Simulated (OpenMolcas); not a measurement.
**Mg: thermal populations, worked from levels**

```yaml
Program: OpenMolcas 26.06
Basis: ANO-RCC-VQZP [6s5p3d2f1g]
Scalar_Hamiltonian: DKH2, point nucleus
Active_space: 2 electrons in 4 orbitals (3s 3p)
State_averaging: 2S+1 = 3 even, 3 roots (0 in the spin-orbit step); 2S+1 = 1 even, 1 root; 2S+1 = 3 odd, 3 roots; 2S+1 = 1 odd, 3 roots
Spin-orbit_coupling: state interaction with AMFI integrals over the reference wave functions, term energies averaged over their components
```

Methods: CASSCF; SS-CASPT2, IPEA 0.25 Eh, imaginary shift 0.1 Eh (closed shells correlated: 2s 2p). Measured levels: NIST Handbook of Basic Atomic Spectroscopic Data.

**Thermal populations.** Z = Σ (2J + 1) exp(-E/kT) with k = 0.695035 cm-1/K, over the levels below. No other level of either list lies under 41100 cm-1, which is above 7 kT at each temperature.

```json
{"Level": "3s² ¹S₀", "2J + 1": "1", "SS-CASPT2": "0.0", "measured": "0.0"}
{"Level": "3s 3p ³P°₀", "2J + 1": "1", "SS-CASPT2": "21897", "measured": "21850"}
{"Level": "3s 3p ³P°₁", "2J + 1": "3", "SS-CASPT2": "21913", "measured": "21870"}
{"Level": "3s 3p ³P°₂", "2J + 1": "5", "SS-CASPT2": "21944", "measured": "21911"}
{"Level": "3s 3p ¹P°₁", "2J + 1": "3", "SS-CASPT2": "37353", "measured": "35051"}
```

| T (K) | Z, SS-CASPT2 | Z, measured levels | Ground level (%), SS-CASPT2 | Ground level (%), measured levels |
| --- | --- | --- | --- | --- |
| 8000 | 1.178 | 1.181 | 84.9 | 84.7 |

At 8000 K, kT = 5560 cm-1, and the computed levels give Z = 1.000 + 0.019 + 0.058 + 0.097 + 0.004 = 1.178.

Without dynamic correlation excited terms often stand tens of per cent too high (terms of higher spin than the ground term too low), and those without a measured partner can miss by more than the paired ones (holds for CASSCF). Computed and measured levels are paired by configuration, term and J; levels that our copy of the source lacks, or whose pairing is in doubt (as where it misses far off the trend of its configuration), stay unpaired and out of the deviations. Levels of configurations outside the active space are missing.

° marks odd parity.
